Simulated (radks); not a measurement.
All-electron atom: Yb IV in [Xe] 4f13.

Calculated with a radial shooting solver on a logarithmic mesh with Libxc functionals: scalar-relativistic Kohn-Sham, XLYP, spin-polarised, spherical densities, finite nucleus; open shells are filled with parallel spins first (spin-orbit coupling, left out, can overturn this in heavy ions); Fermi nuclear charge, rms radius 5.3108 fm.

Energy parts (eV):
part                      energy
total                 -382543.98
kinetic                416801.86
electron-nucleus      -939308.53
Hartree                147947.81
exchange-correlation    -7985.12

Orbitals (lengths in bohr, moments of r in powers of bohr; <r^-3> diverges for s and p1/2; r(max) is where P^2 peaks; r(90%) holds 90 % of the orbital's charge):
[
 {"orbital": "1s up", "occ.": "1", "eigenvalue (eV)": "-61271.34", "<r^-3>": "-", "r(90%)": "0.0357", "<1/r>": "80.62", "r(max)": "0.01237"},
 {"orbital": "1s down", "occ.": "1", "eigenvalue (eV)": "-61271.34", "<r^-3>": "-", "r(90%)": "0.0357", "<1/r>": "80.62", "r(max)": "0.01237"},
 {"orbital": "2s up", "occ.": "1", "eigenvalue (eV)": "-10409.59", "<r^-3>": "-", "r(90%)": "0.129", "<1/r>": "18.80", "r(max)": "0.07058"},
 {"orbital": "2s down", "occ.": "1", "eigenvalue (eV)": "-10409.57", "<r^-3>": "-", "r(90%)": "0.129", "<1/r>": "18.80", "r(max)": "0.07058"},
 {"orbital": "2p up", "occ.": "3", "eigenvalue (eV)": "-9180.019", "<r^-3>": "15980", "r(90%)": "0.121", "<1/r>": "17.26", "r(max)": "0.05755"},
 {"orbital": "2p down", "occ.": "3", "eigenvalue (eV)": "-9180.010", "<r^-3>": "15980", "r(90%)": "0.121", "<1/r>": "17.26", "r(max)": "0.05755"},
 {"orbital": "3s up", "occ.": "1", "eigenvalue (eV)": "-2373.029", "<r^-3>": "-", "r(90%)": "0.318", "<1/r>": "6.944", "r(max)": "0.1994"},
 {"orbital": "3s down", "occ.": "1", "eigenvalue (eV)": "-2372.559", "<r^-3>": "-", "r(90%)": "0.318", "<1/r>": "6.945", "r(max)": "0.1994"},
 {"orbital": "3p up", "occ.": "3", "eigenvalue (eV)": "-2002.281", "<r^-3>": "3484", "r(90%)": "0.323", "<1/r>": "6.465", "r(max)": "0.1966"},
 {"orbital": "3p down", "occ.": "3", "eigenvalue (eV)": "-2001.811", "<r^-3>": "3485", "r(90%)": "0.323", "<1/r>": "6.466", "r(max)": "0.1966"},
 {"orbital": "3d up", "occ.": "5", "eigenvalue (eV)": "-1550.333", "<r^-3>": "457.9", "r(90%)": "0.305", "<1/r>": "6.123", "r(max)": "0.1603"},
 {"orbital": "3d down", "occ.": "5", "eigenvalue (eV)": "-1549.974", "<r^-3>": "458.1", "r(90%)": "0.305", "<1/r>": "6.124", "r(max)": "0.1602"},
 {"orbital": "4s up", "occ.": "1", "eigenvalue (eV)": "-494.4109", "<r^-3>": "-", "r(90%)": "0.700", "<1/r>": "2.938", "r(max)": "0.4550"},
 {"orbital": "4s down", "occ.": "1", "eigenvalue (eV)": "-493.4466", "<r^-3>": "-", "r(90%)": "0.700", "<1/r>": "2.937", "r(max)": "0.4550"},
 {"orbital": "4p up", "occ.": "3", "eigenvalue (eV)": "-372.5719", "<r^-3>": "792.9", "r(90%)": "0.753", "<1/r>": "2.681", "r(max)": "0.4760"},
 {"orbital": "4p down", "occ.": "3", "eigenvalue (eV)": "-371.6289", "<r^-3>": "792.5", "r(90%)": "0.753", "<1/r>": "2.681", "r(max)": "0.4760"},
 {"orbital": "4d up", "occ.": "5", "eigenvalue (eV)": "-212.0982", "<r^-3>": "87.90", "r(90%)": "0.840", "<1/r>": "2.372", "r(max)": "0.4905"},
 {"orbital": "4d down", "occ.": "5", "eigenvalue (eV)": "-211.1794", "<r^-3>": "87.82", "r(90%)": "0.840", "<1/r>": "2.372", "r(max)": "0.4905"},
 {"orbital": "4f up", "occ.": "7", "eigenvalue (eV)": "-36.2551", "<r^-3>": "13.05", "r(90%)": "1.25", "<1/r>": "1.795", "r(max)": "0.4799"},
 {"orbital": "4f down", "occ.": "6", "eigenvalue (eV)": "-35.4375", "<r^-3>": "12.97", "r(90%)": "1.26", "<1/r>": "1.788", "r(max)": "0.4803"},
 {"orbital": "5s up", "occ.": "1", "eigenvalue (eV)": "-85.8186", "<r^-3>": "-", "r(90%)": "1.71", "<1/r>": "1.120", "r(max)": "1.060"},
 {"orbital": "5s down", "occ.": "1", "eigenvalue (eV)": "-85.4074", "<r^-3>": "-", "r(90%)": "1.71", "<1/r>": "1.117", "r(max)": "1.062"},
 {"orbital": "5p up", "occ.": "3", "eigenvalue (eV)": "-57.1153", "<r^-3>": "104.3", "r(90%)": "2.04", "<1/r>": "0.9373", "r(max)": "1.209"},
 {"orbital": "5p down", "occ.": "3", "eigenvalue (eV)": "-56.8220", "<r^-3>": "103.4", "r(90%)": "2.04", "<1/r>": "0.9344", "r(max)": "1.212"}
]

The highest occupied level is 4f down at -35.438 eV. Summed over all electrons, <r^2> = 32.45 bohr^2, which gives a Langevin (diamagnetic) susceptibility term of -25.7 x 10^-6 cm^3/mol.
